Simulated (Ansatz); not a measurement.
Ansatz (a program for electronic structure) input (CCSD(T)/def2-SVPD):

Ansatz 0.2 input:
```yaml
crystal:
  periodic: [false, false, false]
  atoms:
    - {symbol: Si, position_ang: [0.00000000, -0.00000000, 0.00000000]}
    - {symbol: Br, position_ang: [-1.00575144, 1.96348762, -0.11194218]}
    - {symbol: Br, position_ang: [1.85347450, 0.05260901, -1.20050623]}
    - {symbol: Br, position_ang: [0.49797902, -0.45332915, 2.10377285]}
    - {symbol: Br, position_ang: [-1.34570208, -1.56276748, -0.79132444]}
basis:
  gaussian:
    orbitals: def2-SVPD
magnetization: {spin_polarized: false}
correlation: {method: ccsd_t, electrons: outside_noble_gas}
output: {forces: true}
```

Output:

```
Functional definition: HF
integrals: 0.78 GiB planned
1802 factors; integrals over basis functions are off by at most 6.0e-4 eV
1.26 GiB of device memory are held for the factors and their scratch space
mean field: 2.61 GiB planned
mean field evaluation 1: about -287824.8809 eV, gradient 2.5e1 eV
mean field evaluation 2: about -287824.9439 eV, gradient 2.5e1 eV
mean field evaluation 4: about -287826.9753 eV, gradient 1.9e0 eV
mean field evaluation 8: about -287827.0020 eV, gradient 1.4e-1 eV
mean field evaluation 16: about -287826.9008 eV, gradient 4.6e-1 eV
mean field -287827.00213905 eV, -10577.4472324609 hartree, gradient 4.2e-6 eV, S^2 0.000000; 0 other end points of the search recorded, 0 dependent functions left out
61 core orbitals not correlated
reference -287827.00213905 eV, -10577.4472324609 hartree; 16, 16 occupied and 111, 111 virtual orbitals, 1802 factors
densities: 4.45 GiB planned
second order -16.13674717 eV of doubles, -0.00000000 eV of singles
coupled cluster: 1.56 GiB planned
cycle   1  -16.81362547 eV  change   -6.8e-1 eV  update   9.4e-2
cycle   2  -17.14845343 eV  change   -3.3e-1 eV  update   2.5e-2
cycle   3  -17.21326901 eV  change   -6.5e-2 eV  update   1.2e-2
cycle   4  -17.20906082 eV  change    4.2e-3 eV  update   2.5e-3
cycle   5  -17.20761388 eV  change    1.4e-3 eV  update   8.8e-4
cycle   6  -17.20740438 eV  change    2.1e-4 eV  update   2.4e-4
cycle   7  -17.20739905 eV  change    5.3e-6 eV  update   7.8e-5
cycle   8  -17.20742346 eV  change   -2.4e-5 eV  update   2.1e-5
cycle   9  -17.20742589 eV  change   -2.4e-6 eV  update   6.0e-6
perturbative correction -0.59129463 eV, -0.0217296770 hartree
the calculation of the forces begins
1.26 GiB of device memory are held for the factors and their scratch space
Total energy: -287844.80085957 eV, -10578.1013233756 hartree
Atom 0 at     0.000000    -0.000000     0.000000 Å, force    -0.000000    -0.000000    -0.000000 eV/Å
Atom 1 at    -1.005751     1.963488    -0.111942 Å, force    -0.123794     0.241679    -0.013779 eV/Å
Atom 2 at     1.853474     0.052609    -1.200506 Å, force     0.228138     0.006475    -0.147766 eV/Å
Atom 3 at     0.497979    -0.453329     2.103773 Å, force     0.061295    -0.055799     0.258946 eV/Å
Atom 4 at    -1.345702    -1.562767    -0.791324 Å, force    -0.165638    -0.192356    -0.097401 eV/Å
Dipole moment:    -0.000000    -0.000000     0.000000 e Å
```
